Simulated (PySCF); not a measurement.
# Computed properties of FGeH6NSi, SMILES F[SiH2][NH][GeH3]

FGeH6NSi, SMILES [SiH2]([NH][GeH3])F. Geometry: B3LYP-D3(BJ)/def2-SVP. The structure was generated by enumeration, and PubChem lists no compound with its InChIKey, so it may never have been made. Other conformers were not sampled. All values are computed for the isolated molecule unless a solvent is named; none is compared with measurement here.

**Structure.** All 24 harmonic modes at B3LYP-D3(BJ)/def2-SVP (PySCF) are real, so it is a minimum. With heavy atoms numbered as in [SiH2:1]([F:2])[NH:3][GeH3:4], the shortest bond between them is Si1–F2 at 1.634 Å and the longest N3–Ge4 at 1.856 Å.

**Vibrations.** The strongest infrared lines (harmonic, unscaled, degenerate partners summed) lie at 983 cm⁻¹ (262 km/mol, H 60 %, Si 28 %), 838 cm⁻¹ (206 km/mol, H 48 %, F 25 %, N 13 %, Si 13 %), 749 cm⁻¹ (167 km/mol, H 57 %, N 25 %, Si 12 %). The softest mode is at 58 cm⁻¹ and the zero-point energy is 37.7 kcal/mol.

**Electronic structure.** HF/def2-TZVP (PySCF) places the frontier levels at -11.21 and 2.99 eV, a gap of 14.20 eV, and gives a dipole moment of 2.15 D and a mean polarisability of 56.2 bohr³. PBE/def2-TZVP (PySCF) at the same geometry gives -6.48 and -0.79 eV, so its gap is 8.51 eV narrower. An orbital gap is neither the optical nor the fundamental gap.

**Excitations.** TDA-PBE0/def2-SVPD (PySCF) has S1 at 6.39 eV (194 nm, f = 0.010, weak); the most intense of the 10 singlets computed lies at 7.96 eV (f = 0.10). T1 (TDA) is at 5.97 eV, 0.42 eV under S1. TDA-PBE/def2-SVPD (PySCF) puts S1 at 5.76 eV. No vertical singlet excitation falls in the visible range (under 3.1 eV).

**NMR.** GIAO shifts at B3LYP/pcSseg-1 (PySCF) (non-relativistic, atoms alike by connectivity averaged): ¹H from 0.9 to 5.1 ppm against TMS; ²⁹Si at -22.9 ppm against TMS; ¹⁹F at -162.0 ppm against CFCl3.
